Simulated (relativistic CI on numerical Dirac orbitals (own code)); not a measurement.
A reference radial Dirac CI calculation of Al I gave the lowest total energy -242.25702 Ha in 33 SCF steps, from this input:

```
atom Al  Z=13  charge=0  electrons=13
nucleus A=27  rms_radius_fm=3.0610
hamiltonian dirac-coulomb  breit=on  qed=on  c_scale=1
orbitals kli  potential=per-configuration
slater_scale 1
correlation none
mixing on
grid step=0.0125 r_max=149
scf mixing=0.4 start=green max_iterations=150 tolerance=2e-08 node_fill=0.05
configurations
  [Ne] 3s2 3p
  [Ne] 3s2 3d
  [Ne] 3s2 4s
end
```

One setting was then changed (and the iteration limit cut to 94), and the output read:

```
SCF 1: [Ne] 3s2 3p
 iter      energy (Ha)   residual   last orbital (Ha)
    1      -241.679506   8.70e-01     -0.19308
    2      -242.292540   2.81e-01     -0.15269
    3      -242.238400   2.78e-02     -0.14582
    4      -242.242588   1.02e-02     -0.15164
    5      -242.236104   1.44e-03     -0.15456
    6      -242.236354   2.67e-04     -0.15502
    7      -242.236474   4.77e-05     -0.15512
    8      -242.236469   1.02e-05     -0.15512
    9      -242.236473   2.11e-06     -0.15511
   10      -242.236474   5.12e-07     -0.15511
   11      -242.236474   2.38e-08     -0.15511
   12      -242.236474   6.66e-09     -0.15511
SCF 2: [Ne] 3s2 3d
 iter      energy (Ha)   residual   last orbital (Ha)
    1      -241.575710   7.99e-01     -0.05751
    2      -242.147097   2.71e-01     -0.05712
    3      -242.100269   2.72e-02     -0.05747
    4      -242.106968   1.31e-02     -0.05790
    5      -242.097817   7.81e-04     -0.05807
    6      -242.097555   1.59e-04     -0.05802
    7      -242.097516   1.10e-04     -0.05803
    8      -242.097469   5.91e-06     -0.05803
    9      -242.097471   7.40e-07     -0.05803
   10      -242.097471   3.80e-07     -0.05803
   11      -242.097471   3.11e-08     -0.05803
   12      -242.097471   2.57e-09     -0.05803
SCF 3: [Ne] 3s2 4s
 iter      energy (Ha)   residual   last orbital (Ha)
    1      -241.610369   8.28e-01     -0.09984
    2      -242.184494   2.79e-01     -0.08816
    3      -242.134349   2.83e-02     -0.08147
    4      -242.140212   1.39e-02     -0.07947
    5      -242.130177   1.27e-03     -0.07841
    6      -242.129788   1.29e-04     -0.07850
    7      -242.129726   3.15e-05     -0.07853
    8      -242.129745   1.29e-05     -0.07855
    9      -242.129740   1.63e-06     -0.07855
   10      -242.129742   2.66e-06     -0.07855
   11      -242.129741   1.13e-07     -0.07855
   12      -242.129741   3.44e-09     -0.07855
orbital energies (Ha): 1s -54.5358  2s -3.7445  2p1/2 -2.3059  2p3/2 -2.2909  3s -0.2986  3p1/2 -0.1554  3p3/2 -0.1551
configuration averages (Ha): Dirac-Coulomb, Breit, QED
  3p                            -242.236474    0.041048    0.027291
  3d                            -242.097471    0.041042    0.027301
  4s                            -242.129741    0.041044    0.027303
levels: no., configuration, term, J, E (cm-1), weight
   1 3p                     2P*  1/2              0.0  1.00
   2 3p                     2P*  3/2            119.9  1.00
   3 4s                     2S   1/2          23506.3  1.00
   4 3d                     2D   5/2          30587.7  1.00
   5 3d                     2D   3/2          30587.8  1.00
lowest total energy -242.168499 Ha
end: converged
```

Which setting was changed?
A. start potential
B. node fill of the KLI weights
C. configuration list
D. Breit term

B. The node fill of the KLI weights 5. This setting is bad on purpose; its numbers may not be properties of the ion.
